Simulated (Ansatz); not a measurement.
```xyz
12

C     0.625    1.665   -0.674
Si   -0.385    0.120   -0.906
F    -1.947    0.510   -0.761
Si    0.062   -1.523    0.720
O    -0.296   -0.972    2.240
H     0.329    2.435   -1.390
H     1.685    1.444   -0.831
H     0.510    2.065    0.336
H    -0.198   -0.414   -2.285
H    -0.692   -2.772    0.403
H     1.512   -1.847    0.743
H    -1.204   -0.711    2.405
```

Total charge 0; spin multiplicity 1.

Q: List the B3LYP/def2-TZVPP orbital energies in eV (the Gaussian-basis code of Ansatz). (An estimate is asked.)

A: Computed: Occupied: -1799.62, -1799.36, -671.24, -520.74, -276.63, -144.06, -143.84, -99.44, -99.35, -99.34, -99.18, -99.14, -99.14, -32.14, -27.58, -19.43, -15.72, -14.67, -12.95, -12.33, -12.03, -11.68, -11.35, -11.09, -10.61, -10.10, -9.07, -8.91, -7.45. Lowest empty: -0.90, -0.05, 1.07, 1.34, 1.38, 1.62, 1.95, 2.52.

B3LYP here is the variant with VWN-RPA as its local correlation; programs differ in this.
